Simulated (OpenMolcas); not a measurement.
## doublet CH3I+: a scaling law for ROMP2

The species is CH3I+ (5 atoms), meant as a doublet with charge +1. SMILES of the parent species: `CI`. The coordinates come from a PBE0-D4/def2-TZVP relaxation. That shape belongs to the parent species and isn't relaxed for this state.

ROMP2 (core potential), 5 core orbitals frozen, energy, OpenMolcas 26.06, on 1 thread of Arm Neoverse V1, shared host. N is the number of basis functions, t the processor time.

| basis | N | t (s) | ln N | ln t |
| --- | --- | --- | --- | --- |
| def2-SVP | 55 | 4.4 | 4.007 | 1.482 |
| def2-SVPD | 79 | 9.4 | 4.369 | 2.241 |
| def2-TZVP | 99 | 19 | 4.595 | 2.944 |
| def2-TZVPD | 123 | 41 | 4.812 | 3.714 |
| def2-TZVPPD | 147 | ? | 4.990 | ? |

Problem. Fit t = C·Nᵖ to the known rows and estimate the time in def2-TZVPPD.

Solution. 
1. Means of the 4 rows: ln N = 4.44575, ln t = 2.5953.
2. Σ(Δln N)² = 0.35481, Σ(Δln N·Δln t) = 0.97742, so the slope is 0.97742/0.35481 = 2.7548.
3. Intercept: 2.5953 − (2.7548) × 4.44575 = -9.6519. The largest residual of the fit is 0.143.
4. ln t = -9.6519 + 2.7548 × 4.990, so t ≈ 60 s.

The run took 78 s, so the estimate is too short by a factor of about 1.3. The fitted power is 2.8, with the electron count fixed. Fixed start-up costs flatten the line at the short runs, so it runs low for the long one.
